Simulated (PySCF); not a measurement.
boron atom (B), doublet. Base run: PySCF with HF/6-31G.

PySCF was given this input:
```python
from pyscf import gto, scf

mol = gto.M(
    atom='''
B     0.000000    0.000000    0.000000
''',
    basis='6-31g',
    charge=0,
    spin=1,
    verbose=4,
)

mf = scf.UHF(mol)
mf.kernel()
```

The base run was repeated with changes; each row names its change, and settings that it needs were set with it.

| change | ΔE vs base (mEh) | SCF cycles | <S^2> |
|---|---|---|---|
| base | 0.000 | 7 | 0.750 |
| solver = newton; init_guess = 1e | 0.000 | - | 0.750 |
| damp = 0.5; diis_start_cycle = 5 | 0.000 | 10 | 0.750 |
| level_shift = 1.0 (with mf.max_cycle = 100) | 0.000 | 15 | 0.750 |
| level_shift = 0.5 (with mf.max_cycle = 100) | 0.000 | 11 | 0.750 |
| conv_tol_grad = 1e-7 | 0.000 | 7 | 0.750 |
| diis = off; damp = 0.6 (with mf.diis_start_cycle = 200; with mf.max_cycle = 150) | 0.000 | 34 | 0.750 |
| level_shift = 0.3 (with mf.max_cycle = 100) | 0.000 | 9 | 0.750 |
| diis_space = 20 | 0.000 | 7 | 0.750 |
| conv_tol = 1e-4 | 0.000 | 5 | 0.750 |
| init_guess = huckel | 0.000 | 6 | 0.750 |
| level_shift = 0.1 (with mf.max_cycle = 100) | 0.000 | 8 | 0.750 |
| diis_space = 2 | 0.000 | 9 | 0.750 |

Open shells are given as the SCF converged; they aren't shown to be the lowest states, and a large step between rows can be another state.
